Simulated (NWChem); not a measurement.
# A calculation on F₃In

SMILES: [F][In]([F])[F]
```xyz
4

In     0.0000     0.0000     0.0000
F      0.0000     0.0000     1.9351
F     -1.6757     0.0000    -0.9677
F      1.6757     0.0000    -0.9677
```
Charge 0, spin multiplicity 1.

All runs are NWChem calculations. All single points use one geometry, from PBE0/def2-SVP with def2 effective core potentials on In, a minimum by its harmonic frequencies.

Symmetry labels belong to the abelian group C2v used in the runs, with the axes of the coordinates shown; states degenerate in a higher group split over its labels.

Effective core potentials replace the inner electrons of In; spin-orbit coupling is left out. The structure started from a generated list of species.

Q: List the lowest 6 singlet excitations that CIS/def2-SVP with def2 effective core potentials on In gives, with oscillator strengths.

A: 
```
state  symmetry  energy (eV)  wavelength (nm)      f
-----  --------  -----------  ---------------  -----
1            b2         8.66              143  0.000
2            a2         8.66              143  0.000
3            b1         8.69              143  0.000
4            b1         8.69              143  0.107
5            a1         8.69              143  0.107
6            b2         9.21              135  0.101
```
